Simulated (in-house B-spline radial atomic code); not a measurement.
Computed with a B-spline radial atomic code. Model: two electrons, singlet ground state, non-relativistic, full CI in B-splines with partial waves to l = 8 (at full coupling up to 3e-4 hartree above the limit, correlation up to 0.6 % small), density held at that of full coupling by Lieb maximisation.

W(λ) is the mean repulsion in the state of coupling λ less the Hartree energy of the fixed density. Its start is exact exchange, its initial slope is twice the second-order Görling-Levy correlation energy, and its area from 0 to 1 is E_xc. A straight curve means weak, dynamic correlation, and a curve that drops fast and flattens means strong correlation.

Command:
```bash
python run_ac.py task.json out
```
Settings (lengths in bohr, energies in hartree):
```
potential              gauss
strength               14.7
lmax                   8
second                 1.26
```

Run time, properties included: 11 s on 1 thread of Intel(R) Xeon(R) Processor @ 2.30GHz, with other jobs on the host.

**W = mean repulsion less Hartree energy, and W of three functionals.**

Given: confinement Gaussian well; well depth 14.7 hartree; well width 1.26 bohr; external potential -V exp(-r^2/w^2).

Computed: PBE exchange minus exact 59.89 millihartree; SCAN exchange minus exact 6.6803 millihartree.

```json
{"coupling": "0", "W xc (hartree)": "-1.4333", "W xc minus exchange (millihartree)": "0", "kinetic minus Kohn-Sham (millihartree)": "0", "LDA (PW92) W minus its exchange (millihartree)": "0", "PBE W minus its exchange (millihartree)": "0", "SCAN W minus its exchange (millihartree)": "0"}
{"coupling": "0.02", "W xc (hartree)": "?", "W xc minus exchange (millihartree)": "?", "kinetic minus Kohn-Sham (millihartree)": "?", "LDA (PW92) W minus its exchange (millihartree)": "?", "PBE W minus its exchange (millihartree)": "?", "SCAN W minus its exchange (millihartree)": "?"}
{"coupling": "0.05", "W xc (hartree)": "-1.4381", "W xc minus exchange (millihartree)": "-4.826", "kinetic minus Kohn-Sham (millihartree)": "0.12", "LDA (PW92) W minus its exchange (millihartree)": "-26.56", "PBE W minus its exchange (millihartree)": "-7.63", "SCAN W minus its exchange (millihartree)": "-4.68"}
{"coupling": "0.12", "W xc (hartree)": "-1.4447", "W xc minus exchange (millihartree)": "-11.453", "kinetic minus Kohn-Sham (millihartree)": "0.68", "LDA (PW92) W minus its exchange (millihartree)": "-51.56", "PBE W minus its exchange (millihartree)": "-17.72", "SCAN W minus its exchange (millihartree)": "-11.02"}
{"coupling": "0.25", "W xc (hartree)": "-1.4567", "W xc minus exchange (millihartree)": "-23.368", "kinetic minus Kohn-Sham (millihartree)": "2.88", "LDA (PW92) W minus its exchange (millihartree)": "-87.21", "PBE W minus its exchange (millihartree)": "-35.07", "SCAN W minus its exchange (millihartree)": "-22.28"}
{"coupling": "0.4", "W xc (hartree)": "?", "W xc minus exchange (millihartree)": "?", "kinetic minus Kohn-Sham (millihartree)": "?", "LDA (PW92) W minus its exchange (millihartree)": "?", "PBE W minus its exchange (millihartree)": "?", "SCAN W minus its exchange (millihartree)": "?"}
{"coupling": "0.6", "W xc (hartree)": "-1.4864", "W xc minus exchange (millihartree)": "-53.103", "kinetic minus Kohn-Sham (millihartree)": "15.42", "LDA (PW92) W minus its exchange (millihartree)": "-155.98", "PBE W minus its exchange (millihartree)": "-75.45", "SCAN W minus its exchange (millihartree)": "-50.07"}
{"coupling": "0.8", "W xc (hartree)": "-1.502", "W xc minus exchange (millihartree)": "-68.691", "kinetic minus Kohn-Sham (millihartree)": "26.32", "LDA (PW92) W minus its exchange (millihartree)": "-186.43", "PBE W minus its exchange (millihartree)": "-95.54", "SCAN W minus its exchange (millihartree)": "-64.6"}
{"coupling": "1", "W xc (hartree)": "-1.5166", "W xc minus exchange (millihartree)": "-83.356", "kinetic minus Kohn-Sham (millihartree)": "39.5", "LDA (PW92) W minus its exchange (millihartree)": "-213.04", "PBE W minus its exchange (millihartree)": "-113.99", "SCAN W minus its exchange (millihartree)": "-78.29"}
{"coupling": "1.4", "W xc (hartree)": "-1.5435", "W xc minus exchange (millihartree)": "-110.19", "kinetic minus Kohn-Sham (millihartree)": "71.6", "LDA (PW92) W minus its exchange (millihartree)": "-258.19", "PBE W minus its exchange (millihartree)": "-146.94", "SCAN W minus its exchange (millihartree)": "-103.48"}
{"coupling": "2", "W xc (hartree)": "-1.5784", "W xc minus exchange (millihartree)": "-145.11", "kinetic minus Kohn-Sham (millihartree)": "130.68", "LDA (PW92) W minus its exchange (millihartree)": "-312.52", "PBE W minus its exchange (millihartree)": "-188.88", "SCAN W minus its exchange (millihartree)": "-136.74"}
{"coupling": "3", "W xc (hartree)": "-1.6255", "W xc minus exchange (millihartree)": "-192.22", "kinetic minus Kohn-Sham (millihartree)": "247.45", "LDA (PW92) W minus its exchange (millihartree)": "-381.37", "PBE W minus its exchange (millihartree)": "-244.96", "SCAN W minus its exchange (millihartree)": "-182.84"}
{"coupling": "4.5", "W xc (hartree)": "-1.6781", "W xc minus exchange (millihartree)": "-244.79", "kinetic minus Kohn-Sham (millihartree)": "442.37", "LDA (PW92) W minus its exchange (millihartree)": "-455.69", "PBE W minus its exchange (millihartree)": "-308.35", "SCAN W minus its exchange (millihartree)": "-236.47"}
{"coupling": "7", "W xc (hartree)": "-1.737", "W xc minus exchange (millihartree)": "-303.72", "kinetic minus Kohn-Sham (millihartree)": "775.65", "LDA (PW92) W minus its exchange (millihartree)": "-539.37", "PBE W minus its exchange (millihartree)": "-382.37", "SCAN W minus its exchange (millihartree)": "-299.71"}
{"coupling": "10", "W xc (hartree)": "-1.7825", "W xc minus exchange (millihartree)": "-349.2", "kinetic minus Kohn-Sham (millihartree)": "1157.4", "LDA (PW92) W minus its exchange (millihartree)": "-606.2", "PBE W minus its exchange (millihartree)": "-443", "SCAN W minus its exchange (millihartree)": "-350.41"}
```

**Question.** What belongs in the row 0.02?

**Answer.** W xc (hartree): -1.4352; W xc minus exchange (millihartree): -1.94; kinetic minus Kohn-Sham (millihartree): 0.02; LDA (PW92) W minus its exchange (millihartree): -12.82; PBE W minus its exchange (millihartree): -3.1; SCAN W minus its exchange (millihartree): -1.89.

**Question.** What belongs in the row 0.4?

**Answer.** W xc (hartree): -1.4698; W xc minus exchange (millihartree): -36.515; kinetic minus Kohn-Sham (millihartree): 7.15; LDA (PW92) W minus its exchange (millihartree): -119.97; PBE W minus its exchange (millihartree): -53.34; SCAN W minus its exchange (millihartree): -34.6.

**Question.** What is the LDA exchange minus exact?

**Answer.** 209.56 millihartree.

**Energy parts, natural occupations and partial-wave weights.**

Computed: total energy -16.2898 hartree; exchange energy -1.4333 hartree; correlation energy -0.043853 hartree; kinetic part of the DFT correlation energy 0.039503 hartree; initial slope twice GL2 -0.097316 hartree; Hartree energy 2.8666 hartree; Lieb Oxford ratio E_xc over LDA exchange 1.2071.

```csv
natural,occupation of the shell (electrons)
s,1.9915
p,0.0075035
s,?
d,0.00031215
p,7.7313e-05
f,4.0345e-05
```

**Question.** What belongs in the row s?

**Answer.** occupation of the shell (electrons): 0.00055175.

```tsv
wave	weight
s	0.99601
p	0.003793
d	?
f	2.2505e-05
g	5.1264e-06
```

**Question.** What belongs in the row d?

**Answer.** weight: 0.00016444.

**Question.** What is the kinetic part over minus potential part?

**Answer.** 0.47391.

**Question.** What is the Kohn-Sham kinetic?

**Answer.** 4.778 hartree.

Half-way to full coupling W has made 54 % of its drop, against 50 % for a straight line, and second-order (GL2) theory, half the initial slope, overshoots the correlation energy by about 11 %: a moderate bend, as in light atoms. Over couplings 0 to 1 the errors in E_xc come to about +124 millihartree for LDA, +42 millihartree for PBE, +9.2 millihartree for SCAN, so SCAN is nearest. In LDA and PBE the errors of exchange and correlation have opposite signs, so the sum is smaller than the larger of the two.
